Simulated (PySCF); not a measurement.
C2HAlN2O2, SMILES O=C=[N][AlH][N]=C=O.

Geometry: PBE0-D3(BJ)/def2-SVP. The structure was generated by enumeration; whether it is a known compound was not checked. One conformer was computed; it need not be the lowest.

These are PBE0-D3(BJ)/def2-SVP (PySCF) values and carry that method's errors.

Frequencies are harmonic and unscaled.

Computed harmonic wavenumbers and intensities:
| mode | ν (cm⁻¹) | IR (km/mol) | Raman (Å⁴/amu) | depolarisation | moving atoms (share of kinetic energy) |
|---|---|---|---|---|---|
| 1 | 40 | 0.7 | 5.5 | 0.74 | O 66 %, Al 14 %, N 11 %, C 9 % |
| 2 | 96 | 0.0 | 0.9 | 0.75 | N 73 %, O 21 % |
| 3 | 116 | 0.0 | 2.7 | 0.75 | N 75 %, O 22 % |
| 4 | 120 | 0.4 | 0.0 | – | N 52 %, O 19 %, H 16 %, Al 11 % |
| 5 | 254 | 24.4 | 0.0 | – | N 65 %, C 14 %, O 11 %, Al 10 % |
| 6 | 494 | 174.7 | 3.4 | 0.75 | H 73 %, Al 20 % |
| 7 | 528 | 74.7 | 13.3 | 0.08 | Al 48 %, O 27 %, C 14 %, N 9 % |
| 8 | 628 | 13.3 | 10.6 | 0.75 | H 40 %, Al 31 %, O 16 %, C 10 % |
| 9 | 637 | 5.0 | 0.0 | – | C 70 %, O 15 %, N 14 % |
| 10 | 641 | 59.9 | 0.7 | 0.50 | C 71 %, N 15 %, O 14 % |
| 11 | 652 | 0.0 | 0.4 | 0.75 | C 71 %, N 15 %, O 14 % |
| 12 | 654 | 80.9 | 0.0 | – | C 71 %, N 16 %, O 14 % |
| 13 | 707 | 493.9 | 1.3 | 0.75 | H 55 %, Al 35 % |
| 14 | 1526 | 14.2 | 33.8 | 0.16 | N 57 %, O 41 % |
| 15 | 1532 | 84.0 | 8.9 | 0.75 | N 57 %, O 39 % |
| 16 | 2038 | 146.8 | 149.5 | 0.12 | H 96 % |
| 17 | 2442 | 2515.9 | 0.5 | 0.75 | C 71 %, N 17 %, O 13 % |
| 18 | 2478 | 663.5 | 3.4 | 0.00 | C 70 %, N 18 %, O 13 % |
